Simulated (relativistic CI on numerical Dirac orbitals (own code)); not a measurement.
Computed by Dirac-Coulomb-Breit CI, separate exchange-only KLI orbitals for each configuration, QED by a radiative potential, unscaled Slater integrals (own radial code, finite nucleus).

The strongest absorption lines from the ground level of an ion, among the configurations computed and to levels below about 4730 eV (vacuum wavelength in nm, gf): 0.34650 (0.64), 0.38799 (0.014), 0.39159 (1.8), 0.39680 (0.076), 0.45128 (0.33), 1.6487 (0.72), 3.0027 (0.5), 4.6503 (0.0095).

**Question.** Which ion is it?
A. Bi⁶⁵⁺
B. Pt⁵⁸⁺
C. Ta⁵⁵⁺
D. Pt⁶⁰⁺

**Answer.** D. Pt⁶⁰⁺ has 18 electrons and the ground level 3s2 3p6 1S_0; the strongest line goes to 3s2 3p5 4d 1P°_1. The pattern of lines fixes the number of electrons, and along that sequence the line energies rise steadily with the charge (about as its square where n changes within one kind of shell, about linearly where n is kept but much faster in heavy ions where fine structure, which grows about as Z⁴, sets the gap, and irregularly where shells cross), which fixes Z. Configurations outside the model, such as inner-shell arrays, can give stronger lines. At this charge energies of transitions that change n are usually good to better than 1 %, and those within a shell (Δn = 0) to a few per cent.

LS names give the leading component of a level, which can be under half, so a name can repeat, a term be missing and a line seem to break the LS rules.
